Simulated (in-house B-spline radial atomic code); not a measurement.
Configurations of the scandium ion Sc⁸⁺, with energies counted from [Ne] 3s2 3p1. Level of theory: scalar-relativistic (X2C) RPBE, spin-polarised, spherical fractional occupations, Fermi nucleus of rms radius 3.5459 fm; calculated with a radial B-spline atomic code at the basis-set limit. Shells without spins written out take the highest spin.

Occupations are held fixed; configurations that lie above the ionisation limit could autoionise.

| configuration | E - E(ref) (eV) | highest orbital | its <r> (bohr) |
| --- | --- | --- | --- |
| [Ne] 3s1 3p2 | 17.497 | 3p up | 0.9602 |
| [Ne] 3s2 3d1 | 34.541 | 3d up | 0.9543 |
| [Ne] 3s(0 up, 1 down) 3p(1 up, 0 down) 3d(0 up, 1 down) | 57.996 | 3d down | 0.9533 |
| [Ne] 3s1 3p1 4s1 | 101.09 | 4s up | 1.887 |
| [Ne] 3s2 4f(1 up, 0 down) | 108.41 | 4f up | 1.88 |
| [He] 2s2 2p5 3s2 3p1 4f1 | 513.45 | 4f up | 1.828 |

Problem. Order these further configurations by energy, lowest first.
A. [He] 2s2 2p5 3s2 3p1 4s1
B. [He] 2s2 2p5 3s2 3p1 3d1
C. [He] 2s2 2p5 3s2 3p2
D. [Ne] 3s(0 up, 1 down) 3p(1 up, 0 down) 4s(0 up, 1 down)
E. [Ne] 3s1 3p1 4p1

Solution. D (105.16 eV), E (109.67 eV), C (396.6 eV), B (431.5 eV), A (485.48 eV).

Problem. How far above the reference does [He] 2s2 2p5 3s2 3p1 4p1 lie?

Solution. 493.94 eV; its least bound orbital is 4p up with <r> = 1.921 bohr.

Problem. How far above the reference does [Ne] 3s2 4d(1 up, 0 down) lie?

Solution. 102 eV; its least bound orbital is 4d up with <r> = 2.05 bohr.
